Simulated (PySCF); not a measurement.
## Debugging a PySCF script (InC⁻)

```python
from pyscf import gto, dft

mol = gto.M(
    atom='In 0 0 0; C 0 0 2.2',
    basis='def2-svp',
    ecp={'In': 'def2-svp'},
    charge=-1,
    spin=2,
    verbose=4,
)
mf = dft.UKS(mol, xc='m06l')
mf.max_cycle = 2
mf.kernel()
g = mf.nuc_grad_method()
g.grid_response = True
g.kernel()
mf.dip_moment()
print('orbital energies (hartree):', [e[max(0, n-3):n+3].round(4) for e, n in zip(mf.mo_energy, mol.nelec)])
```

```bash
$ OMP_NUM_THREADS=1 python input.py
```

The log, shortened:

```
[earlier lines left out]
level_shift factor = 0
DIIS = <class 'pyscf.scf.diis.CDIIS'>
SCF conv_tol = 1e-09
SCF max_cycles = 2
number electrons alpha = 15  beta = 13
XC functionals = m06l

grids dens level: 3
tot grids = 35992
init E= -207.290938841321

cycle= 1 E= -226.474715439298  delta_E= -19.2  |g|= 1.46  |ddm|= 8.71
cycle= 2 E= -197.356135218389  delta_E= 29.1  |g|= 6.43  |ddm|= 7.73
SCF not converged.
SCF energy = -197.356135218389 after 2 cycles  <S^2> = 2.0691208  2S+1 = 3.045732

WARN: Ground state UKS not converged

******** <class 'pyscf.grad.uks.Gradients'> for <class 'pyscf.dft.uks.UKS'> ********
unit = Eh/Bohr
grid_response = True
--------------- UKS gradients ---------------
         x                y                z
0 In     0.0000000000     0.0000000000    -2.0891614980
1 C    -0.0000000000    -0.0000000000     2.0891614980
----------------------------------------------

WARN: System has nonzero charge -1; the dipole moment is origin-dependent.
Location of origin: [0. 0. 0.]

Dipole moment(X, Y, Z, Debye): -0.00000, -0.00000, -70.77309
orbital energies (hartree): [array([0.2862, 0.312 , 0.3216, 0.3297, 0.3371, 0.3397]), array([0.2908, 0.2948, 0.3107, 0.3319, 0.3383, 0.3408])]
```

Q: Which setting is at fault, why, and what does a mended input give?

A: The cycle limit (2): the limit is below the number of cycles that the SCF needs. With this edit
```diff
- mf.max_cycle = 2
```
the run finishes: E(SCF) = -228.186334 Eh, ⟨S²⟩ = 2.265, gradient on the second atom 0.0090 Eh/bohr.

The basis has no diffuse functions, which an anion needs. The bond length is a typed value, not an optimised one. The dipole of an ion depends on the origin. No search for the lowest solution was made.
